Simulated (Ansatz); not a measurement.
Basis-set extrapolation for `C[B-](Cl)(Cl)[n+]1ccccc1` (PBE0-D4/def2-TZVP geometry, frozen core, the Gaussian-basis code of Ansatz). Multiplicity 1, RHF reference.

|  | def2-TZVPP | def2-QZVPP |
| --- | --- | --- |
| HF | -1230.248337 | -1230.286577 |
| MP2 correlation | -1.658141 | -1.779267 |
| CCSD(T) correlation | -1.802552 | not run |

Energies in hartree. Use E(X) = E(∞) + A·exp(−7.88·√X) for Hartree–Fock and E(X) = E(∞) + B·X^(−2.97) for correlation, with X = 3 and 4, and add CCSD(T) minus MP2 of the smaller set to the MP2 limit.

Q: What is the CCSD(T) energy at the basis-set limit?

A: HF limit: -1230.286577 + (-0.038240) × 0.13774 = -1230.29184. MP2 limit: -1.779267 + (-0.121126) × 0.74074 = -1.86899. Higher-order term: -1.802552 − (-1.658141) = -0.14441. Total: -1232.30524 hartree, 6.92 eV below CCSD(T)/def2-TZVPP.
